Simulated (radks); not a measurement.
Results of a calculation; reference values are marked as such.
Species: Cd12+. Configuration: [Kr] (the NIST ground configuration).

Code: a radial shooting solver on a logarithmic mesh with Libxc functionals. Model: non-relativistic Kohn-Sham, TPSS, spin-polarised, spherical densities, point nucleus; meta-GGA in the generalised Kohn-Sham scheme; relativity is left out, which matters for an element this heavy.

Energy parts (eV):
| part | energy |
|---|---|
| total | -147512.207 |
| kinetic | 147463.179 |
| electron-nucleus | -341560.467 |
| Hartree | 50444.262 |
| exchange-correlation | -3859.181 |

Orbitals (lengths in bohr, moments of r in powers of bohr; r(max) is where P^2 peaks):
| orbital | occ. | eigenvalue (eV) | r(max) | <r^4> |
|---|---|---|---|---|
| 1s | 2 | -25940.18 | 0.02099 | 4.571e-06 |
| 2s | 2 | -3997.184 | 0.1164 | 0.0008317 |
| 2p | 6 | -3742.315 | 0.09126 | 0.0005486 |
| 3s | 2 | -951.2951 | 0.3347 | 0.03675 |
| 3p | 6 | -847.7197 | 0.3213 | 0.03612 |
| 3d | 10 | -657.8589 | 0.2651 | 0.03123 |
| 4s | 2 | -330.0592 | 0.7893 | 0.8742 |
| 4p | 6 | -293.6201 | 0.8095 | 1.027 |

The highest occupied level is 4p at -293.62 eV. The density falls to 0.001 e/bohr^3 at r = 2.00 bohr. Virial ratio -V/T = 2.00033. For comparison, the ionisation energy in NIST's Atomic Spectra Database is 305 eV (theoretical). In exact Kohn-Sham theory the highest level is minus the ionisation energy, but local and semilocal functionals leave it too shallow, through self-interaction and a potential that decays too fast; potentials with the right tail come closer.
